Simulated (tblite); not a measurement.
Compound: CH11GeNSi2.
SMILES with atom numbers: `[SiH3:1][SiH2:2][NH:3][CH2:4][GeH3:5]` (hydrogens: H6, H7, H8 on Si1; H9, H10 on Si2; H11 on N3; H12, H13 on C4; H14, H15, H16 on Ge5)

Computed with GFN2-xTB (tblite), gas phase: L-BFGS steps from a force-field or distance-geometry start until the largest atomic force falls under 0.01 eV/Å.

Step 8: E = -436.3786 eV
```
atom  x, y, z in Å  |  force x, y, z in eV/Å
Si1    -2.9063    0.0614   -0.2669   -0.139   0.022  -0.040
Si2    -0.9257    0.0585    0.8856    0.008  -0.002   0.276
N3      0.2161   -1.0471    0.2222    0.000  -0.115   0.087
C4      1.2598   -0.7070   -0.7089   -0.211  -0.013  -0.071
Ge5     2.4760    0.7400   -0.1336    0.321   0.311   0.052
H6     -3.2834    1.4276   -0.6655   -0.034  -0.130  -0.046
H7     -2.9480   -0.7818   -1.4701   -0.063   0.068   0.042
H8     -3.9595   -0.4060    0.6450   -0.041   0.005  -0.127
H9     -0.3743    1.4290    0.9047    0.017  -0.054   0.031
H10    -1.1061   -0.3358    2.3091    0.113   0.020  -0.248
H11     0.4250   -1.8892    0.7214   -0.008  -0.123   0.264
H12     0.7813   -0.4004   -1.6372   -0.044   0.116  -0.287
H13     1.8616   -1.5865   -0.9463   -0.072  -0.065   0.012
H14     3.8446    0.2341    0.1986    0.091  -0.009  -0.039
H15     1.9951    1.4038    1.1085    0.041   0.039   0.053
H16     2.6363    1.8083   -1.1781    0.021  -0.070   0.042
```

Step 9: E = -436.3957 eV
```
atom  x, y, z in Å  |  force x, y, z in eV/Å
Si1    -2.9134    0.0614   -0.2723   -0.025   0.004   0.036
Si2    -0.9276    0.0566    0.8957   -0.089   0.044   0.101
N3      0.2125   -1.0473    0.2289    0.030  -0.102  -0.013
C4      1.2467   -0.7120   -0.7129   -0.136   0.126   0.019
Ge5     2.4819    0.7373   -0.1419    0.320   0.319   0.141
H6     -3.2971    1.4215   -0.6767   -0.021  -0.079  -0.044
H7     -2.9652   -0.7796   -1.4757   -0.027   0.049   0.028
H8     -3.9724   -0.4076    0.6287   -0.057  -0.006  -0.082
H9     -0.3610    1.4191    0.9097   -0.004  -0.015   0.029
H10    -1.0828   -0.3441    2.3124    0.050  -0.001  -0.148
H11     0.4270   -1.8828    0.7359    0.021  -0.144   0.250
H12     0.7726   -0.3955   -1.6421   -0.052   0.058  -0.201
H13     1.8484   -1.5906   -0.9432   -0.049  -0.108  -0.046
H14     3.8595    0.2440    0.2085   -0.004  -0.011  -0.107
H15     2.0187    1.4083    1.1122    0.030  -0.004  -0.032
H16     2.6445    1.8203   -1.1785    0.014  -0.129   0.068
```

Question: Estimate the geometry and energy of step 10. (The exact step hangs on the optimiser's Hessian estimate; all steps are aligned on step 9, rigid shifts and turns removed.)

Answer: E = -436.4060 eV, largest force 0.304 eV/Å
```
atom  x, y, z in Å  |  force x, y, z in eV/Å
Si1    -2.9182    0.0614   -0.2750    0.055  -0.014   0.078
Si2    -0.9296    0.0557    0.9033   -0.100   0.043  -0.090
N3      0.2102   -1.0497    0.2341    0.028  -0.082  -0.043
C4      1.2365   -0.7132   -0.7159   -0.020   0.161   0.061
Ge5     2.4910    0.7408   -0.1445    0.193   0.184   0.147
H6     -3.3060    1.4160   -0.6846   -0.018  -0.027  -0.045
H7     -2.9763   -0.7771   -1.4784   -0.002   0.029   0.012
H8     -3.9816   -0.4087    0.6169   -0.078  -0.017  -0.041
H9     -0.3529    1.4126    0.9134   -0.016   0.013   0.028
H10    -1.0674   -0.3492    2.3115    0.002  -0.031  -0.016
H11     0.4285   -1.8812    0.7499    0.039  -0.068   0.173
H12     0.7665   -0.3911   -1.6494   -0.038   0.007  -0.061
H13     1.8387   -1.5943   -0.9418   -0.065  -0.056  -0.071
H14     3.8697    0.2495    0.2126   -0.026  -0.015  -0.133
H15     2.0335    1.4116    1.1146    0.024  -0.008  -0.053
H16     2.6499    1.8258   -1.1780    0.023  -0.118   0.055
```

The energy changes by -0.0103 eV. The first-order estimate −F·Δx gives -0.0151 eV and the mean of the old and new forces, exact on a quadratic surface, -0.0103 eV. The step makes an angle of 63° with the force vector and moves no atom by more than 0.016 Å.

The cost below is that of the whole relaxation. On one thread, Arm Neoverse V1 (aarch64), on a shared host, this took 1.1 s of wall time.
